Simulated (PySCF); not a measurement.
C+: excitation energy

C+ [He] 2s2 2p1 (2P) → C+ [He] 2s1 2p1 3d1 (high-spin determinant), as a difference of total energies. All numbers are calculated (PySCF 2.14, scalar relativity by spin-free X2C-1e, in aug-cc-pCVTZ-DK (7s6p4d2f, 59 functions)). Correlated levels: valence: 1s2 frozen; valence and next inner shell: nothing frozen. The calculations carry no spin-orbit coupling.

```csv
method,excitation energy (cm⁻¹)
UHF,186010
LDA,191410
PBE0,191450
r2SCAN,189930
wB97M-V,196120
TPSSh,193030
r2SCANh,190590
MP2 (valence),195640
SCS-MP2 (valence),198460
MP2 (valence and next inner shell),195970
SCS-MP2 (valence and next inner shell),198740
```

Problem. Estimate what PBE gives.

Solution. 190100 cm⁻¹, closest to r2SCAN among the rows shown.

Problem. Estimate what B2PLYP gives.

Solution. 195830 cm⁻¹, closest to MP2 (valence and next inner shell) among the rows shown.

The promoted electron is Rydberg-like, and one or two diffuse shells describe it only roughly, which tends to raise the upper state.

The determinant of the upper state mixes LS terms, which raises its energy above the lowest term, most at the Hartree-Fock and MP2 levels.
